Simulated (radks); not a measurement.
Results of a calculation; reference values are marked as such.
How relativity changes the ionisation of the neodymium ion Nd3+ ([Xe] 4f3) to Nd4+ ([Xe] 4f2). Spin-unpolarised spherical Kohn-Sham, BLYP, point nucleus unless stated (finite: rms radius 4.9123 fm), a radial shooting solver on a logarithmic mesh with Libxc functionals. A level marked "c x" has the speed of light scaled by that factor and shares open shells by 2j + 1; other Dirac levels either fill j = l - 1/2 first or share by 2j + 1.

| level | E(Nd3+) (hartree) | E(Nd4+) (hartree) | IE (eV) | HOMO | <r> HOMO (bohr) |
|---|---|---|---|---|---|
| non-rel. | -9285.5785 | -9283.9670 | 43.853 | 4f | 0.9276 |
| scalar-rel. | -9623.3238 | -9621.8565 | 39.927 | 4f | 0.9736 |
| scalar-rel., finite nucleus | -9622.8004 | -9621.3330 | 39.928 | 4f | 0.9736 |
| Dirac, 2j+1 shares | -9629.2208 | -9627.7563 | 39.849 | 4f7/2 | 0.9784 |
| Dirac, low j first | -9629.2499 | -9627.7780 | 40.053 | 4f5/2 | 0.9701 |
| Dirac, 2j+1 shares, finite nucleus | -9628.6948 | -9627.2303 | 39.851 | 4f7/2 | 0.9784 |
| Dirac, c x 1.25 | -9497.5807 | -9496.0635 | 41.286 | 4f7/2 | 0.9587 |
| Dirac, c x 1.5 | -9430.0266 | -9428.4806 | 42.068 | 4f7/2 | 0.9487 |
| Dirac, c x 5 | -9298.0998 | -9296.4941 | 43.692 | 4f7/2 | 0.9294 |

NIST Atomic Spectra Database: 40.60 eV (semi-empirical). The relativistic part of the total energy of Nd3+ is -343.1 hartree (Dirac, 2j+1 shares, finite nucleus), 3.7 % of the non-relativistic value. Spin polarisation and multiplet splitting of open shells are left out at every level.

Beside tabulated values, note that relativity, absent from the non-relativistic runs, is large for the heavy elements, and spin-unpolarised runs miss the spin-polarisation part of the exchange energy of open shells. No tabulated value is given for the 4+ ions of Nd, Pm and Eu to Yb, where it belongs to another shell than the one emptied here.
